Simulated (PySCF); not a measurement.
HCl$_{2}$OTi, charge +1, singlet, geometry from GFN2-xTB (such geometries of metal compounds can be far from the true shape) (the multiplicity is a formal guess).

Here is a job for PySCF.
```python
from pyscf import gto, scf, dft

mol = gto.Mole()
mol.atom = '''
    Ti    0.12390598    0.11494892    0.56608490
    Cl   -1.28243410   -1.29189440   -0.14479010
    Cl    0.22989792    1.49208641   -1.03198747
    O     1.59064046   -0.61057994    0.82154334
    H     2.44206012   -1.04750071    0.97900448
'''
mol.basis = 'sto-3g'
mol.charge = 1
mol.verbose = 4
mol.build()

mf = dft.RKS(mol)
mf.xc = 'pbe0'
mf.kernel()
```

**Question.** What does this run give for the nuclear repulsion energy, HOMO-LUMO gap, number of basis functions, HOMO energy, total energy, Mulliken (on the basis functions themselves) charges in atom order?

**Answer.** 
* **nuclear repulsion energy**: 349.7657 Eh
* **HOMO-LUMO gap**: 5.82 eV
* **number of basis functions**: 42
* **HOMO energy**: -13.13 eV
* **total energy**: -1825.3845 Eh
* **Mulliken (on the basis functions themselves) charges in atom order**: Ti1 1.03, Cl2 -0.08, Cl3 -0.08, O4 -0.22, H5 0.35
